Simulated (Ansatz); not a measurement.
Pulling on the Ge1–F2 bond in FGeI (SMILES [F][Ge][I]) (multiplicity 1 held, fragments rigid). Energies count from the point at 1.764 Å.
Geometry at that point (charge 0, multiplicity 1):
```xyz
3

Ge     0.5888     0.8265     1.0210
F      1.0641     2.0690    -0.1367
I     -0.5362    -0.8503    -0.5932
```

Signs of static correlation in def2-TZVPP, from Ansatz (a quantum-chemistry and plane-wave program) runs.

```csv
R (Å),T1 of restricted CCSD,⟨S²⟩ of UHF,largest double amplitude of restricted CCSD
1.411,0.014,0.000,0.058
1.587,0.015,0.000,0.058
1.764,0.017,0.000,0.054
1.940,0.019,0.000,0.047
2.116,0.021,0.000,0.047
2.381,0.026,0.000,0.058
2.645,0.032,0.638,0.063
3.086,0.046,0.947,…
3.527,…,1.000,0.167
4.056,0.143,1.015,0.406
4.761,0.056,1.019,0.079
5.643,0.036,1.019,0.079
```

Question: What belongs in the gaps?

Answer: 
- 3.086, largest double amplitude of restricted CCSD: 0.107
- 3.527, T1 of restricted CCSD: 0.073

Doubts at one or more of the structures used: a restricted determinant that unrestricted orbitals would lower (R-CCSD(T)/def2-TZVPP); T1 above 0.05 (R-CCSD(T)/def2-TZVPP, U-CCSD(T)/def2-TZVPP); a spin-contaminated determinant (U-CCSD(T)/def2-TZVPP).
